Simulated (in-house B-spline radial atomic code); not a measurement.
Results of a calculation; reference values are marked as such.
# Two electrons in Ge: a Gaussian well −V exp(−r²/w²) with V = 150 meV and w = 83.5 nm

For Ge the NSM archive of the Ioffe Institute lists m_l = 1.6 m0, m_t = 0.08 m0 and ε = 16.2; the model takes one isotropic valley with the conductivity mass 3/(1/m_l + 2/m_t) = 0.117 m0, and so misses anisotropy and the other valleys. All triplets below are those of one valley; with several valleys two electrons can form a triplet in the 1s orbital itself, at an energy set by the valley splitting.

Effective-mass model with parabolic bands, a uniform dielectric constant, no image charges, no central-cell or spin-orbit terms. Two-electron levels come from full CI in B-splines with partial waves to l = 5 (up to 0.001 effective hartree above the limit).

Task: What are the effective units, and what is the potential in them?

Result: Ha* = 27211.386 meV × 0.117/16.2² = 12.13 meV and a* = 0.0529177 nm × 16.2/0.117 = 7.327 nm. V = 12.4 Ha* and w = 11.4 a*.

In these units the lowest s and p orbitals lie at -11.751980 and -11.324825, and their Coulomb and exchange integrals are J_ss = 0.521898, J_sp = 0.433574 and K_sp = 0.08641. Full CI gives -23.045520 for the ground singlet, -22.746145 for the sp triplet, -22.620079 for the sp singlet and -22.330347 for the lowest triplet of two s orbitals.

Task: What does it cost to add the second electron, to first order and exactly?

Result: To first order E = 2ε_s + J_ss = -22.982062, so the charging energy E(2) − 2E(1) is J_ss = 6.331 meV. CI gives -23.045520 − 2 × (-11.751980) = 0.458440, or 5.561 meV: relaxation and correlation lower it by 0.7698 meV, 12.2 % of J_ss. The s² configuration of one-electron orbitals holds 94.5 % of the state, and the mean radius is 13.9 nm. The second electron is bound by ε_s − E = 137 meV, against 142.6 meV for the first.

Task: How far above the singlet do the triplets lie?

Result: To first order the sp triplet lies at ε_s + ε_p + J_sp − K_sp = -22.729638, which is 3.062 meV above 2ε_s + J_ss. CI gives -22.746145 − (-23.045520) = 0.299375, or 3.632 meV, 70 % of the orbital spacing of 5.182 meV. The ss triplet lies 8.676 meV up, so the lower of the two is the sp one, and its gap equals k_BT at 42.1 K. The sp singlet-triplet splitting is 1.529 meV, against 2K_sp = 2.096 meV.
